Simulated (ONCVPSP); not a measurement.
Fe (Z = 26): ONCV pseudisation with PBE, scalar-relativistic reference atom.

- Element: Fe
- Generator: ONCVPSP 4.0.1
- Type: optimised norm-conserving Vanderbilt (ONCV)
- Functional: PBE
- Relativity: scalar-relativistic
- Frozen core: [Ne]
- Valence charge: 16
- Reference configuration: 3s2 3p6 3d5 (charge +3)
- Partial waves: 3s: rc 0.85 bohr, ncon 4, nbas 8, qcut 8.8 1/bohr, 3 projectors, debl 1.2 Ha; 3p: rc 1.05 bohr, ncon 4, nbas 7, qcut 11.9 1/bohr, 3 projectors, debl 1.9 Ha; 3d: rc 1.40 bohr, ncon 5, nbas 9, qcut 9.3 1/bohr, 2 projectors, debl 1.1 Ha; f scattering state at 0.17 Ha: rc 1.20 bohr, ncon 4, nbas 7, qcut 10.4 1/bohr, 1 projector
- Local potential: polynomial inside 0.65 bohr (lpopt 4, dvloc0 0 Ha)
- Core correction: polynomial model core, fcfact 0.55

In the s channel the program set the typed energies aside and used -4.820, 0.250, 1.450 Ha. In the p channel the program set the typed energies aside and used -3.563, 0.250, 2.150 Ha. In the d channel the program set the typed energies aside and used -1.588, 0.250 Ha.

All-electron outer shells of the reference configuration (PBE, scalar-relativistic, ld1.x):

```tsv
shell	level (eV)	outermost node (bohr)	outermost maximum (bohr)
3s	-131.17	0.33	0.70
3p	-96.96	0.30	0.71
3d	-43.22	–	0.70
```

**Question.** Estimate the cutoffs (Ha) at which the residual kinetic energy of the hardest occupied pseudo-wave falls to 1 and 0.1 mHa per electron.

**Answer.** 186 Ha and 242 Ha.

**Question.** What does a ghost test show?

**Answer.** No bound ghost flagged; GHOST(+) flags only above 600 eV.

**Question.** Which valence shell sets the plane-wave cutoff?

**Answer.** 3s: 186 Ha for 1 mHa per electron, against 60 Ha for 3d.

**Question.** Tests: 3s2 3p6 3d6 4s2; 3s2 3p6 3d6 4s1; 3s2 3p6 3d6; 3s2 3p6 3d4. Which has the largest error in its energy relative to the reference configuration, and how large is it?

**Answer.** 3s2 3p6 3d4, with +105 meV (all-electron minus pseudo) on +53.09 eV.
